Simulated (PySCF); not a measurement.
Excitation energy of P by level of theory

P [Ne] 3s2 3p3 (4S) → P [Ne] 3s1 3p3 3d1 (6D), as a difference of total energies. Computed with PySCF 2.14 in aug-cc-pVTZ-DK (6s5p3d2f, 50 functions), with scalar relativity by spin-free X2C-1e. Correlated levels: valence: [Ne] frozen. The calculations carry no spin-orbit coupling.

| method | excitation energy (eV) |
| --- | --- |
| UHF | 12.575 |
| MP2 (valence) | 14.072 |
| SCS-MP2 (valence) | 14.515 |
| CCSD (valence) | 14.284 |
| CCSD(T) (valence) | 14.375 |

How much does correlation contribute at CCSD(T) (valence)?

14.375 − (12.575) = 1.800 eV, measured against UHF.

The upper state lies above the first ionisation limit, but in LS coupling its spin forbids autoionisation to the ground ion.

The promoted electron is Rydberg-like, and one or two diffuse shells describe it only roughly, which tends to raise the upper state.
